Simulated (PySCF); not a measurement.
2,3-dihydrothiophene (C₄H₆S), SMILES C1=CCCS1. Heavy atoms are numbered as in [CH:1]1=[CH:2][S:3][CH2:4][CH2:5]1. Hydrogens are named by the atom that carries them.

The structure is a stationary point at PBE-D3(BJ)/def2-SVP. The values are those of a single conformer.

Level of theory: M06-2X/def2-TZVP (PySCF).

ESP charges are fitted to the potential on shells at 1.4 to 2.0 van der Waals radii. Atomic charges (e), one atom of each kind:

| atom | ESP fit | IAO |
|---|---|---|
| C1 (CH) | -0.19 | -0.19 |
| C2 (CH) | -0.21 | -0.26 |
| S3 | -0.11 | 0.12 |
| C4 (CH2) | -0.25 | -0.32 |
| C5 (CH2) | -0.02 | -0.25 |
| H on C1 | 0.13 | 0.15 |
| H on C2 | 0.21 | 0.17 |
| H on C4 | 0.15 | 0.15 |
| H on C5 | 0.08 | 0.14 |

Q: Give the Mayer and Wiberg (Löwdin basis) orders of the bonds. (The exact figures need the calculation; the answer reports its results.)

A: 
```
bond   Mayer  Wiberg
-----  -----  ------
C1–C2   1.87    2.05
C2–S3   1.12    1.48
S3–C4   1.02    1.31
C1–C5   0.96    1.21
C4–C5   0.95    1.23
```
